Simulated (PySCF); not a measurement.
BH5OSn, SMILES [O]([SnH3])B. Geometry: PBE-D3(BJ)/def2-SVP. The def2 effective core potentials stand for the cores of Sn; spin–orbit coupling is left out.

Computed equilibrium geometry at PBE-D3(BJ)/def2-SVP (PySCF confirms it by a frequency run) as Cartesian coordinates in Å, and its point group:
point group Cs.
```xyz
8

O      0.5584     1.4289     0.0000
Sn    -0.0258    -0.5363     0.0000
H      0.6771    -1.1795     1.4345
H      0.6771    -1.1795    -1.4345
H     -1.7502    -0.5420     0.0000
B     -0.2930     2.4736     0.0000
H     -1.5145     2.3191     0.0000
H      0.1974     3.5960     0.0000
```
Charge 0, spin multiplicity 1.
